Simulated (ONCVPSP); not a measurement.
**Transferability test, ONCV potential for Ag**

ONCVPSP 4.0.1 input, shortened (lines: element, Z, core and valence counts, functional; n l f; lmax; l rc ep ncon nbas qcut; lloc lpopt rc5 dvloc0; l nproj debl; icmod fcfact rcfact), PBE, scalar-relativistic:

```
  Ag 47.00    8    2        4      upf
    1    0    2.00
    2    0    2.00
    2    1    6.00
    3    0    2.00
    3    1    6.00
    3    2   10.00
    4    0    2.00
    4    1    6.00
    4    2   10.00
    5    0    1.00
    2
    0    2.45    0.00    3    7    1.80
    1    2.60    0.17    4    8    3.00
    2    1.45    0.00    3    8   12.70
    4    5    0.95    2.00
    0    2    3.00
    1    2    1.30
    2    2    2.50
    0    0.00    0.00
```

In the p channel the program set the typed energies aside and used 0.050, 1.350 Ha.

Energies are relative to the spin-unpolarised reference configuration 4d10 5s1; without spin polarisation the order of configurations can differ from experiment.

```tsv
valence configuration	charge	ΔE all-electron (eV)	error AE − PS (meV)
4d10 5s0	+1	7.757	+11
4d9 5s0	+2	29.871	-15
4d10 5s0.5	+0.5	3.017	+2.4
```

Task: What are ΔE and the potential's error for 4d8 5s0?

Result: ΔE = 66.064 eV all-electron; the error (AE − PS) is -165 meV.

Note: ghosts flagged at negative energy: s at -144.8 eV, p at -57.3 eV; GHOST(+) flagged for s at 101.7 eV. A true bound ghost makes a file unfit for plane-wave use.
